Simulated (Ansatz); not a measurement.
Basis sets compared for `CCCCCCCCP(=O)(O)O`. The state is a singlet with charge 0. Geometry PBE-D4/def2-SVP. Ansatz on 4 threads of Arm Neoverse V2 on a shared host; times are rough, and most runs start from earlier orbitals.

```
atom    x (Å)    y (Å)    z (Å)
  C1  -3.1554  -2.6748   0.4434
  C2  -1.8594  -3.1779   1.0845
  C3  -1.0223  -2.0896   1.7716
  C4  -0.4695  -1.0105   0.8342
  C5   0.4237   0.0099   1.5492
  C6   0.9246   1.1601   0.6667
  C7   1.8434   0.7113  -0.4757
  C8   2.4957   1.8507  -1.2726
  P9   1.4072   2.9034  -2.2729
 O10   2.0287   3.7949  -3.3105
 O11   0.3493   1.7975  -2.8872
 O12   0.5412   3.7379  -1.1434
 H13  -2.9621  -1.9493  -0.3731
 H14  -3.8017  -2.1665   1.1901
 H15  -3.7427  -3.5087   0.0082
 H16  -1.2351  -3.6829   0.3130
 H17  -2.1041  -3.9638   1.8317
 H18  -0.1704  -2.5709   2.3019
 H19  -1.6326  -1.6041   2.5677
 H20   0.0970  -1.5042   0.0131
 H21  -1.3051  -0.4691   0.3374
 H22  -0.1410   0.4385   2.4064
 H23   1.2945  -0.5189   2.0009
 H24   0.0558   1.7153   0.2527
 H25   1.4702   1.8944   1.2995
 H26   1.2868   0.0631  -1.1838
 H27   2.6610   0.0832  -0.0572
 H28   3.2237   1.4503  -2.0091
 H29   3.0616   2.5426  -0.6123
 H30   0.0623   2.1068  -3.7693
 H31   0.3748   4.6314  -1.5052
```

Binding counts from free atoms (C triplet, P quartet, O triplet, H doublet) in the same basis, without a counterpoise term.

| level | functions | energy (Eh) | HOMO (eV) | LUMO (eV) | binding per atom (eV) | wall time |
| --- | --- | --- | --- | --- | --- | --- |
| HF/STO-3G | 83 | -868.6982 | -7.02 | 11.65 | 3.48 | 0.7 s |
| HF/6-31G | 150 | -879.0254 | -11.81 | 4.44 | 2.73 | 2.2 s |
| PBE-D4/def2-SVP | 267 | -882.0847 | -6.41 | 0.12 | 4.27 | 5.5 s |
| PBE0-D4/def2-SVP | 267 | -882.1760 | -8.09 | 1.06 | 4.20 | 11 s |

**Question.** Estimate the rows for PBE-D4/def2-TZVP, PBE0-D4/def2-TZVP (with forces).

**Answer.** 
```
                          level  functions  energy (Eh)  HOMO (eV)  LUMO (eV)  binding per atom (eV)  wall time
               PBE-D4/def2-TZVP        492    -882.8481      -6.77      -0.40                   4.26       11 s
PBE0-D4/def2-TZVP (with forces)        492    -882.9285      -8.32       0.50                   4.19       40 s
```
